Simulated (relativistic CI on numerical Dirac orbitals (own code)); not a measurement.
## A ladder of approximations for the levels of Nb II

Calculated with a relativistic CI code on KLI orbitals (one set per configuration, finite nucleus), adding one ingredient at a time: step 1, Dirac-Coulomb, each configuration alone; step 2, with Breit and QED terms; step 3, with configuration mixing; step 4, with scaled Slater integrals (0.85); step 5, with a P86 correlation estimate; step 6, tied to the ionisation limit. P86 is a density functional for the correlation energy, evaluated here for each configuration and added to its levels. Step 6 is semi-empirical: configurations made of the next ion and one excited electron move by 4127 cm⁻¹, so that their limit matches the tabulated ionisation energy, and those with a non-penetrating f or g electron also take the P86 value of the least penetrating other one.

Configuration list (outside the closed core [Kr]): 4d4, 4d3.5s, 4d3.5p, 4d2.5s.5p, 4d3.4f, 4d3.6s, 4d3.5d, 4d3.6p, 4d3.6d, 4d3.5f, 4d3.6f, 4d2.4f.5s, 4d2.5s2, 4d.5s2.5p, 4d.4f.5s2, 4d.5s2.6s, 4d.5s2.5d, 4d.5s2.6p, 4d2.5s.6s, 4d.5s.5p.6s, 4d.4f.5s.6s, 4d.5s.6s2, 4d.5s.5d.6s, 4d.5s.6s.6p, 4d2.5p2, 4d.5s.5p2, 4d.5p3, 4d.4f.5p2, 4d.5p2.6s, 4d.5p2.5d, 4d.5p2.6p.

Computed minus measured energy above the ground level, in cm⁻¹, for 4 of the 14 excited levels that pair in every step (one J of a term; a digit in brackets numbers repeated terms):

```
Configuration  Term  J  Measured  Step 1  Step 2  Step 3  Step 4  Step 5  Step 6
          4d4    5D  1       159     -35     -42     -37     -35     -37     -38
       4d3.5s    5F  1      2357   -1779   -1597   -1036   -1202    1315    5416
          4d4    3P  0      5562    7611    7642     978     113     945    1772
       4d3.5s    3P  1     14626    3637    3795    1481    -425    1881    4829
```

Mean absolute errors in cm⁻¹, over all paired levels and for the configurations:

| Configuration, levels | Step 1 | Step 2 | Step 3 | Step 4 | Step 5 | Step 6 |
| --- | --- | --- | --- | --- | --- | --- |
| all, 14 | 2835 | 2814 | 819 | 573 | 927 | 2999 |
| 4d4, 7 | 3340 | 3353 | 426 | 109 | 432 | 803 |
| 4d3.5s, 7 | 2331 | 2274 | 1211 | 1038 | 1422 | 5196 |

Measured levels: NIST Handbook of Basic Atomic Spectroscopic Data (Sansonetti and Martin, J. Phys. Chem. Ref. Data 34, 1559 (2005)).

What does each ingredient do to the ground and the excited configurations, and where is the model closest to experiment?

Terms of the ground configuration are off by 3340 at first, 426 with mixing and 109 after scaling, which stands in for the correlation that narrows term splittings. The Breit and QED terms change the top of the ground term (measured 1225) from 1121 to 1055. Mixing lowers the ground level by 688; relative to it the configurations that move most are 4d3.5s by -256. The P86 estimate moves 4d3.5s by +2460, and takes the mean absolute error of the excited configurations from 1038 to 1422; it overshoots. Step 6 takes that error from 1422 to 5196; it grows for 4d3.5s. The shift fits the limit, so it does little for low levels whose errors differ from those near the limit. The mean absolute error is lowest at step 4 (573 cm⁻¹), and the largest single drop is from step 2 to 3 (2814 to 819).
